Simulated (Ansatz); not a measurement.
Cost and result for the atomization energy of C₂H₇InN (`[CH2][N](C)[InH2]`) radical (11 atoms, 10 bonds).

Cartesian coordinates in Å:
```
C -1.303 0.456 0.455
N -0.128 0.103 0.158
C 0.573 -0.839 1.000
In 1.015 1.027 -1.710
H -1.822 1.158 -0.192
H -1.814 0.078 1.344
H 0.870 -1.697 0.394
H 1.488 -0.372 1.370
H -0.036 -1.175 1.845
H -0.443 1.778 -2.348
H 1.601 -0.515 -2.315
```

Total charge 0; spin multiplicity 2. Correlated methods include outer-core shells of In, which these sets cover unevenly. In takes the def2 core potential. All single points use the PBE0-D4/def2-TZVP geometry. Program: Ansatz. Hardware: A = 2 threads of a server CPU on a shared host; B = 2 threads of an AMD EPYC 7R13 on a shared host and a share of an NVIDIA H100 80 GB. Times are those of one run each, without the atoms' runs, and a repeat can differ threefold. Electronic energies, without spin–orbit coupling; frozen cores. CCSD(T)/CBS adds CCSD(T) − MP2 in def2-TZVPP to the MP2 limit, and its time is that of the two runs behind it. T1 = 0.018; ⟨S²⟩ of the reference is 0.78. With those shells the extrapolation isn't a true limit. B3LYP takes the VWN-RPA correlation (the form of Gaussian; ORCA's B3LYP/G). HSE06 is the plane-wave form, built on full-range PBE exchange.

CCSD(T)/CBS is a level of theory with its own doubt, some kJ/mol a heavy atom from the limit and from the frozen cores, so smaller differences don't rank the functionals.

```
                                level  functions  wall time
           LDA (SPW92)/def2-TZVPP [A]        241      7.5 s
               BLYP-D4/def2-TZVPP [A]        241       10 s
              HSE06-D4/def2-TZVPP [A]        241       17 s
          CAM-B3LYP-D4/def2-TZVPP [A]        241       19 s
B3LYP-D4/def2-TZVPP (with forces) [A]        241       27 s
                B97M-V/def2-TZVPP [A]        241       34 s
               PBE0-D4/def2-TZVPP [A]        241       37 s
                   MP2/def2-QZVPP [B]        463       57 s
               CCSD(T)/def2-TZVPP [B]        241       80 s
                B2PLYP/def2-TZVPP [A]        241    2.2 min
                    CCSD(T)/CBS(def2)          –    2.3 min
              PBE-QIDH/def2-TZVPP [A]        241      3 min
                 CCSD(T)/def2-SVP [A]        103    3.9 min
```

(1) What atomization energy does each give, and how far from CCSD(T)/CBS? (Estimate.)

Results:

(1) Computed: 
```tsv
level	atomization (kJ/mol)	difference from CCSD(T)/CBS	per bond
LDA (SPW92)/def2-TZVPP [A]	4074.6	522.6	52.3
BLYP-D4/def2-TZVPP [A]	3558.6	6.6	0.7
HSE06-D4/def2-TZVPP [A]	3557.1	5.1	0.5
CAM-B3LYP-D4/def2-TZVPP [A]	3578.0	26.0	2.6
B3LYP-D4/def2-TZVPP (with forces) [A]	3562.5	10.5	1.0
B97M-V/def2-TZVPP [A]	3567.4	15.4	1.5
PBE0-D4/def2-TZVPP [A]	3555.1	3.1	0.3
MP2/def2-QZVPP [B]	3515.0	-37.0	-3.7
CCSD(T)/def2-TZVPP [B]	3466.7	-85.3	-8.5
B2PLYP/def2-TZVPP [A]	3509.4	-42.6	-4.3
CCSD(T)/CBS(def2)	3552.0	0.0	0.0
PBE-QIDH/def2-TZVPP [A]	3514.4	-37.6	-3.8
CCSD(T)/def2-SVP [A]	3382.6	-169.4	-16.9
```

The D4 term adds +33.4 kJ/mol with B3LYP and +17.6 kJ/mol with PBE0; it sums over pairs of atoms, weighted by their polarisabilities, and B3LYP, whose exchange is more repulsive, gets the larger term. From r2SCAN to r2SCAN0 (25 % exact exchange), in def2-TZVPP and without D4, the atomization energy moves by −52.7 kJ/mol: exact exchange takes away binding that semilocal exchange gives to molecules. Leaving LDA and LC-ωPBE aside and taking each functional with its dispersion term where it has one, the values, not all of them listed here, spread over 158.5 kJ/mol, from BHLYP-D4 to PBE-D4. LDA lies +475.3 kJ/mol from PBE without D4, its usual overbinding.

Spin–orbit coupling would lower the free In atoms strongly, and the atomization energy with them, by more than many differences here.
